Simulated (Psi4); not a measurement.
Here is a job for Psi4.
```
memory 2 GB

molecule mol {
1 2
O    -0.465291    1.412206   -0.070958
S    -0.016267   -0.025673   -0.002457
O    -0.361073   -0.829278   -1.162329
O    -0.689353   -0.828607    1.003637
O     1.462984    0.162450    0.221684
H    -1.389015    1.659602   -0.211037
H     2.071144   -0.582999    0.314089
}

set {
  basis 6-31g*
  reference uhf
  freeze_core true
  mp2_type conv
  scf_type pk
  puream true
  d_convergence 1e-8
}

energy('mp2')
print_variables()
```

What does this run give for the total energy, nuclear repulsion energy, MP2 correlation energy?


The total energy is -698.4533 Eh, the nuclear repulsion energy comes out as 292.6489 Eh and the MP2 correlation energy comes out as -0.8186 Eh.

These values belong to the state on which the SCF converged, which isn't shown to be the lowest.
